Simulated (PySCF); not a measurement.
SMILES C=CC[SiH3] (C3H8Si), GFN2-xTB optimised geometry.

```
12

C      1.20    -0.58     0.00
C     -0.12    -0.58     0.00
C     -0.97     0.65     0.00
Si    -1.75     0.94    -1.72
H      1.76     0.34     0.03
H      1.77    -1.49    -0.02
H     -0.66    -1.51    -0.03
H     -0.38     1.51     0.28
H     -1.77     0.54     0.74
H     -2.59     2.14    -1.65
H     -2.57    -0.22    -2.09
H     -0.68     1.13    -2.70
```

Density from CAM-B3LYP/def2-TZVP (PySCF) at that geometry.

Minimum of the electron density along straight lines between bonded atoms, close to the bond critical point (lines longer than 1.1 times the sum of covalent radii, or with two minima, are not listed):

```tsv
bond	length / Å	ρ at the minimum / e bohr⁻³	∇²ρ there / e bohr⁻⁵	position (fraction from the first atom)
C1–C2	1.321	0.362	-1.14	0.49
C2–C3	1.486	0.265	-0.70	0.51
C3–Si4	1.911	0.116	0.12	0.61
C1–H5	1.078	0.287	-1.03	0.64
C1–H6	1.077	0.288	-1.04	0.65
C2–H7	1.083	0.287	-1.03	0.64
C3–H8	1.091	0.276	-0.93	0.64
C3–H9	1.092	0.275	-0.92	0.64
Si4–H10	1.465	0.125	0.17	0.49
Si4–H11	1.464	0.125	0.18	0.49
Si4–H12	1.463	0.126	0.17	0.49
```
